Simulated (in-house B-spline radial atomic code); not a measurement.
# PBE hybrid excitations of Sb⁵⁺

Method: PBE hybrid with 0.7 exact exchange. Computed with an all-electron radial atomic-structure program (B-spline basis): linear response of the closed shell [Kr] 4d10 with the functional's adiabatic kernel; scalar-relativistic (spin-free one-electron X2C), finite nucleus, no spin-orbit coupling, no double excitations, S, P, D and F terms only; shells from n = 2 respond. Only terms of natural parity with L up to 3 were computed.

Command:
```bash
python run_td.py task.json out
```
Settings (radii: box in bohr, nucleus in fm):
```
Z                        51
electrons                46
configuration            [Kr] 4d10
hamiltonian              x2c
method                   pbeh
box_radius               16.35
exact_exchange_fraction  0.7
rms_radius               4.6802
intervals                70
```

Time taken, with all properties: 2.8 s on 1 thread of Intel(R) Xeon(R) Platinum 8488C (Sapphire Rapids), on a shared host.

The lowest states, in the order of their Tamm-Dancoff energies; the method's threshold (minus the highest occupied level) is 98.06 eV. Labels give the largest channel, * marks a mixed state, and oscillator strengths are full-response dipole values. Semilocal kernels can invert the small singlet-triplet splittings of Rydberg terms. Energies in eV:

```csv
state,full response,Tamm-Dancoff,oscillator strength
4d → 5s 3D,31.07,31.10,-
4d → 5s 1D,31.94,31.95,-
4d → 5p 3P,42.40,42.44,-
4d → 5p 3F,42.98,43.01,-
4d → 5p 1F,?,?,-
4d → 5p 1P,44.22,44.30,0.971
4d → 5d 3S,58.52,58.56,-
4d → 5d 3D,59.76,59.78,-
4d → 5d 1D,60.24,60.25,-
4d → 4f 3P,60.63,60.66,-
4d → 4f 3F,62.39,62.43,-
4d → 5d 1S,63.34,63.75,-
4d → 4f 1F,63.94,63.96,-
4d → 6s 3D,64.46,64.47,-
4d → 6s 1D,64.66,64.67,-
4d → 4f 1P,68.15,68.53,2.43
4d → 6p 3P,68.78,68.79,-
4d → 6p 3F,68.99,68.99,-
4d → 6p 1F,?,?,-
4d → 6p 1P,69.50,69.63,1.16
4d → 5f 3P,75.31,75.32,-
4d → 6d 3S,75.35,75.36,-
```

Where does 4d → 6p 1F lie?

At 69.13 eV in full response, 69.13 eV in Tamm-Dancoff.

Where does 4d → 5p 1F lie?

At 43.48 eV in full response, 43.49 eV in Tamm-Dancoff.

How large is the singlet-triplet splitting of 4d → 5s (D terms) in Tamm-Dancoff?

0.852 eV, from the unrounded values.

What polarisabilities and dispersion coefficient does the method give?

Dipole 1.687 bohr³, quadrupole 2.775 bohr⁵, C6 5.771 hartree·bohr⁶ for two such species.
